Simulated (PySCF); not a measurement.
## Magnetic susceptibility: (HAlS)3 ring

Cartesian coordinates in Å; atom numbers follow the order of the lines, from 1:
```xyz
9

Al    0.7293    1.9727   -0.2460
H     1.2772    3.3777   -0.4145
S     0.0085    1.4329    1.7571
Al   -0.7381   -0.6291    1.8820
H    -1.2837   -1.0745    3.2270
S    -0.7809   -2.1121    0.2632
Al    0.0035   -1.3419   -1.6377
H     0.0432   -2.3152   -2.8011
S     0.7410    0.6896   -2.0299
```

Computed with GIAO HSE06/def2-SVP magnetisability, rotational g tensor and spin-rotation constants, non-relativistic, gas phase in PySCF. Geometry: GFN2-xTB.

**Question.** What are the magnetisability and the molar susceptibility?

**Answer.** Isotropic -1745 × 10⁻³⁰ J/T², or -105.1 × 10⁻⁶ cm³/mol; principal values -1801, -1716, -1716 × 10⁻³⁰ J/T², anisotropy 84 × 10⁻³⁰ J/T² (root of half the summed squared differences of the principal values). The susceptibility is in cgs units.

**Question.** Split it along the inertial axes a, b, c into diamagnetic and paramagnetic parts about the centre of mass, with the quadrupole moment.

**Answer.** 
```tsv
axis	χ (10⁻⁶ cm³/mol)	diamagnetic (10⁻⁶ cm³/mol)	paramagnetic (10⁻⁶ cm³/mol)	summed x² of all electrons (Å²)	quadrupole Θ (D Å)
a	-103.4	-1119.0	1015.6	248.6	-6.91
b	-103.4	-1119.0	1015.6	248.6	-6.91
c	-108.4	-2109.5	2001.0	15.1	+13.83
```
Anisotropies 2χaa − χbb − χcc = +5.1 and 2χbb − χaa − χcc = +5.1 × 10⁻⁶ cm³/mol. Θ is traceless in Buckingham's convention.

**Question.** And the rotational g tensor?

**Answer.** 
| axis | rotational constant (GHz) | g | nuclear part | electronic part |
| --- | --- | --- | --- | --- |
| a | 1.1281 | -0.0196 | 0.5186 | -0.5382 |
| b | 1.1279 | -0.0196 | 0.5185 | -0.5382 |
| c | 0.5641 | -0.0117 | 0.5186 | -0.5303 |

Oblate top; isotopes 27Al, 1H, 32S; no vibrational averaging.
